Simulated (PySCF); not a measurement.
Species: (Cl)3Hf-S-SiH3 (singlet state).
Structure used (PBE0-D3(BJ)/def2-SVP), in Å, numbered top down from 1:
```
atom  x, y, z in Å
Hf1   -1.3963    0.0460    0.1377
Cl2   -1.5347   -2.2759    0.4227
Cl3   -1.0257    1.2536    2.1045
Cl4   -3.4809    0.7355   -0.6203
S5     0.0999    0.7427   -1.6470
Si6    1.6473    0.0079   -0.3734
H7     0.8842   -0.5723    0.8028
H8     2.5219    1.0913    0.1463
H9     2.4171   -1.0982   -0.9989
```

Method: PySCF 2.14.0, density-fitted response routines, TDDFT CAM-B3LYP/def2-SVPD, vertical, gas phase, core orbitals frozen in the response, def2 core potentials past Kr. Spin–orbit coupling is left out.

Ground-to-excited transition dipoles (e·a0, same axes as the geometry; the sign carries no meaning), for the states with f of 0.002 or more among the lowest 9:

| state | E (eV) | μx | μy | μz |
| --- | --- | --- | --- | --- |
| S2 | 5.287 | 0.227 | 0.157 | -0.386 |
| S3 | 5.638 | 0.131 | -0.152 | 0.263 |
| S5 | 5.858 | 0.015 | 0.212 | 0.098 |
| S6 | 6.022 | -0.332 | -0.086 | 0.174 |
| S7 | 6.116 | -0.055 | -0.198 | -0.070 |
| S8 | 6.126 | 0.029 | -0.125 | -0.065 |
| S9 | 6.241 | -0.076 | -0.091 | 0.215 |

Problem. What oscillator strength does each state have?

Solution. f = (2/3) ΔE |μ|² with ΔE in hartree (27.2114 eV).

```json
{"state": "S2", "|μ|² (au)": "0.225", "|μ| (D)": "1.21", "f": "0.029"}
{"state": "S3", "|μ|² (au)": "0.109", "|μ| (D)": "0.84", "f": "0.015"}
{"state": "S5", "|μ|² (au)": "0.055", "|μ| (D)": "0.59", "f": "0.008"}
{"state": "S6", "|μ|² (au)": "0.148", "|μ| (D)": "0.98", "f": "0.022"}
{"state": "S7", "|μ|² (au)": "0.047", "|μ| (D)": "0.55", "f": "0.007"}
{"state": "S8", "|μ|² (au)": "0.021", "|μ| (D)": "0.37", "f": "0.003"}
{"state": "S9", "|μ|² (au)": "0.060", "|μ| (D)": "0.62", "f": "0.009"}
```

Problem. Which bond between heavy atoms lies closest to the direction of the S2 transition dipole?

Solution. Hf1–S5, at 9° from it; next Hf1–Cl2 at 63°.

Problem. What angle do the transition dipoles of S2 and S3 make?

Solution. |cos θ| = |μa·μb| / (|μa| |μb|) = 0.61, so θ ≈ 52° (taken between 0 and 90°, since the signs are arbitrary).

Problem. How is the summed strength of these states shared among x, y and z?

Solution. (2/3) Σ ΔE μα² gives 0.027 for x, 0.023 for y and 0.043 for z, 0.093 in all.

Problem. What peak molar absorption coefficient would the strongest computed level give as a lone Gaussian band 0.5 eV wide at half height?

Solution. ε(max) = 2.175×10⁸ f / FWHM, with the width in cm⁻¹. S2: 2.175×10⁸ × 0.0292 / 4033 ≈ 1600 L mol⁻¹ cm⁻¹.

All these states lie below the vertical ionisation energy of 10.18 eV (ΔSCF).
